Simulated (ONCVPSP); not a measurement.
Which change was made? (Cd, ONCV)

ONCVPSP 4.0.1 input, shortened (lines: element, Z, core and valence counts, functional; n l f; lmax; l rc ep ncon nbas qcut; lloc lpopt rc5 dvloc0; l nproj debl; icmod fcfact rcfact), LDA (Perdew-Wang 92), scalar-relativistic:

```
  Cd 48.00    6    4  -001012      upf
    1    0    2.00
    2    0    2.00
    2    1    6.00
    3    0    2.00
    3    1    6.00
    3    2   10.00
    4    0    2.00
    4    1    6.00
    4    2   10.00
    5    0    2.00
    2
    0    1.65    0.00    4    7    7.10
    1    1.40    0.00    4    8    9.30
    2    1.75    0.00    3    8    8.00
    4    4    0.95    0.00
    0    2    0.80
    1    2    2.60
    2    2    2.30
    0    0.00    0.00
```

Cutoffs, loose and tight: the cutoffs (Ha) at which the residual kinetic energy of the hardest occupied pseudo-wave falls to 1 and 0.1 mHa per electron. They do not see the model core or the augmentation charge, which bear on the density cutoff. Test errors are all-electron minus pseudo excitation energies from the reference, over the configurations 4s2 4p6 4d10 5s1; 4s2 4p6 4d10 5s0; 4s2 4p6 4d9 5s0; 4s1 4p6 4d10 5s2; variants that change the core or the reference have their own tests.

The base gives: outcome: generated; cutoff, loose: 25 Ha; cutoff, tight: 34 Ha; bound ghosts: none; GHOST(+) flags above zero: s; largest test error (meV): -558.

Task: After one change the result is: outcome: generated; cutoff, loose: 23 Ha; cutoff, tight: 27 Ha; bound ghosts: none; GHOST(+) flags above zero: none; largest test error (meV): -939. Which change was it?
A. core [Kr], valence charge 12; reference 4d10; waves now s scattering state at 0.06 Ha: rc 1.15 bohr, ncon 5, nbas 8, qcut 6.3 1/bohr, 2 projectors, debl 2.7 Ha; p scattering state at 0.19 Ha: rc 1.30 bohr, ncon 4, nbas 7, qcut 5.3 1/bohr, 2 projectors, debl 1.2 Ha; 4d: rc 1.30 bohr, ncon 4, nbas 8, qcut 8.4 1/bohr, 1 projector; local potential polynomial inside 0.95 bohr (lpopt 5, dvloc0 0 Ha)
B. non-relativistic
C. functional Wu-Cohen; d: rc 1.4, qcut 10
D. s: qcut 5.2; p: qcut 6.8; d: qcut 5.8
E. all radii scaled by about 1.30 (s 2.14, p 1.82, d 2.28 bohr); local potential polynomial inside 1.24 bohr (lpopt 4, dvloc0 0 Ha)

Result: E. The others give: core [Kr], valence charge 12; reference 4d10; waves now s scattering state at 0.06 Ha: rc 1.15 bohr, ncon 5, nbas 8, qcut 6.3 1/bohr, 2 projectors, debl 2.7 Ha; p scattering state at 0.19 Ha: rc 1.30 bohr, ncon 4, nbas 7, qcut 5.3 1/bohr, 2 projectors, debl 1.2 Ha; 4d: rc 1.30 bohr, ncon 4, nbas 8, qcut 8.4 1/bohr, 1 projector; local potential polynomial inside 0.95 bohr (lpopt 5, dvloc0 0 Ha) → outcome: failed: optimize: ERROR ps0norm > uunorm, code will stop | s: qcut 5.2; p: qcut 6.8; d: qcut 5.8 → outcome: generated; cutoff, loose: 59 Ha; cutoff, tight: 115 Ha; bound ghosts: none; GHOST(+) flags above zero: d; largest test error (meV): -871 | non-relativistic → outcome: generated; cutoff, loose: 25 Ha; cutoff, tight: 34 Ha; bound ghosts: none; GHOST(+) flags above zero: s; largest test error (meV): -408 | functional Wu-Cohen; d: rc 1.4, qcut 10 → outcome: generated; cutoff, loose: 35 Ha; cutoff, tight: 41 Ha; bound ghosts: none; GHOST(+) flags above zero: s; largest test error (meV): -403.
